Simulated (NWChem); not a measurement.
Molecule: SnSiH₃I, singlet; SMILES [SiH3][Sn][I]

```xyz
6

Sn    -0.7345     1.0394     0.0000
I      0.0825    -1.5875     0.0000
Si     1.8128     1.8654     0.0000
H      1.9339     3.3610     0.0000
H      2.5193     1.3470    -1.2155
H      2.5193     1.3470     1.2155
```
Atoms are numbered in this order, from 1.

Low-valent species are run as closed-shell singlets; no triplet was tried in these runs. The geometry was optimised at PBE0/def2-SVP. No frequency run checked for a minimum. def2 effective core potentials on Sn, I; no spin-orbit coupling.

Symmetry labels are those of Cs in the frame above (b1 and b2, or b-type labels, depend on it).

Task: List the 4 lowest vertical singlet excitations from PBE0/def2-SVPD with def2 effective core potentials on Sn, I, TDA (NWChem).

Result: 
```csv
state,energy (eV),oscillator strength,symmetry,leading excitation (squared amplitude)
S1,1.89,0.003,a",HOMO → LUMO (0.99)
S2,3.29,0.002,a",HOMO−2 → LUMO (0.99)
S3,3.64,0.025,a',HOMO−1 → LUMO (0.83)
S4,3.79,0.004,a",HOMO−3 → LUMO (0.98)
```
